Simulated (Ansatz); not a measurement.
NbTe2: single points at one geometry.

```yaml
crystal:
  periodic: [false, false, false]
  atoms:
    - {symbol: Nb, position_ang: [1.515390, 0.269721, -0.001063]}
    - {symbol: Te, position_ang: [-0.994275, 1.194789, 0.116465]}
    - {symbol: Te, position_ang: [-0.521115, -1.464509, -0.115403]}
basis:
  gaussian: {orbitals: def2-TZVP, initial_orbitals: start.molden}
magnetization: {spin_polarized: true, initial_magnetization: 3}
correlation: {method: mp2}
scf: {omitted_lower_state_checks: [starts]}
output: {orbitals: {seedname: orbitals}}
```

The file start.molden holds the orbitals of an earlier run on this structure, at another level or in another basis.

```sh
$ ansatz run in.yaml --threads 2 --pin off --events-out ev --progress --plain --max-ram 4352MiB
```

Shortened log:

```
Functional definition: HF
1317 factors; integrals over basis functions are off by at most 6.0e-4 eV
mean field evaluation 1: about -16065.3876 eV, gradient 1.2e1 eV
mean field evaluation 2: about -16066.2465 eV, gradient 1.2e0 eV
mean field evaluation 4: about -16066.3205 eV, gradient 2.8e-1 eV
mean field evaluation 8: about -16066.3496 eV, gradient 7.1e-5 eV
mean field -16066.34964170 eV, -590.4274591697 hartree, gradient 2.2e-6 eV, S^2 3.891125; 0 other end points of the search recorded, 0 dependent functions left out
8 core orbitals not correlated: weight in the atoms' cores, before any rotation towards them, 1.000 or more for the frozen orbitals, at most 0.000 for the correlated occupied ones
reference -16066.34964170 eV, -590.4274591697 hartree; 24, 21 occupied and 108, 111 virtual orbitals, 1317 factors
second order -32.81681129 eV of doubles, -0.00000000 eV of singles
Total energy: -16099.16645300 eV, -591.6334547407 hartree
Checks for a lower state left out: starts
```

Hardware: 2 threads of Arm Neoverse V1 on a shared host. Wall time 11 s.

As the first input, with `hamiltonian: {xc: {text: "exchange = 0.85*pbe_x + 0.15*exact_x\ncorrelation = pbe_c"}}` and without the key `correlation` (abridged; 8 s):

```
Functional definition: unnamed
mean field -16137.56167819 eV, -593.0444532413 hartree, gradient 1.2e-5 eV, S^2 3.938689
Total energy: -16137.56171213 eV, -593.0444544885 hartree
Checks for a lower state left out: starts
```

First input, but with `gaussian: {orbitals: STO-3G}`, `hamiltonian: {xc: hf}` and without the key `correlation` (abridged; 21 s):

```
Functional definition: HF
mean field evaluation 16: about -457431.5919 eV, gradient 5.8e-3 eV
mean field evaluation 32: about -457432.3060 eV, gradient 1.7e0 eV
mean field -457432.99629536 eV, -16810.3525546333 hartree, gradient 5.2e-6 eV, S^2 3.852284; 3 other end points of the search recorded, 0 dependent functions left out
Total energy: -457432.99629536 eV, -16810.3525546333 hartree
Checks for a lower state left out: starts
```

Geometry: PBE0-D4/def2-TZVP.

In the def2 sets Nb, Te take a core potential, while STO-3G treats all electrons; there is no spin–orbit coupling. Correlated methods freeze 8 core orbitals; core or outer-core shells of Nb, Te are correlated, in sets that lack core-valence functions. At MP2/def2-TZVP, PBE with 15 % exact exchange/def2-TZVP the charge 0 quartet is spin-contaminated (final ⟨S²⟩ up to 3.94, 3.75 for a pure state). The structure comes from a short search, and lower isomers may exist.
